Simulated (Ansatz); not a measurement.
Calculated with Ansatz (gas phase, PBE0-D4/def2-TZVP geometries, no zero-point term in ΔE). CCSD(T)/CBS adds triple-zeta CCSD(T) − MP2 to the extrapolated MP2 energy (def2 sets, frozen cores). This one scheme is used for every species. For Se outer-core shells are correlated without core-valence functions, which leaves a few kJ/mol of doubt a bond. Scalar relativity is left out up to krypton. One conformer a species, not always the lowest.

`O[SiH2][SiH2][SeH]` + CH₃OH → `CO[SiH2][SiH2]O` + H₂Se  (ligand exchange at the Si–Se bond)

| species | SCS-MP2/def2-QZVPP energy (Eh) |
| --- | --- |
| `O[SiH2][SiH2][SeH]` | -3057.32847 |
| CH₃OH | -115.56242 |
| `CO[SiH2][SiH2]O` | -771.30460 |
| H₂Se | -2401.59263 |

Work out ΔE.

ΔE = (-771.30460) + (-2401.59263) − (-3057.32847) − (-115.56242) = -0.00634 Eh = -16.6 kJ/mol. CCSD(T)/CBS gives -10.2 kJ/mol.

Largest T1 diagnostic among the species: 0.012.

In def2-TZVPP, CCSD(T) changes the Hartree–Fock value by +16.7 kJ/mol (the triples alone add +3.2 kJ/mol) and MP2 by +20.3 kJ/mol. The D4 term adds +4.5 kJ/mol with B3LYP and +2.2 kJ/mol with PBE0; it sums over pairs of atoms, weighted by their polarisabilities, and B3LYP, whose exchange is more repulsive, gets the larger term.

B3LYP here is the variant with VWN-RPA as its local correlation; programs differ in this.
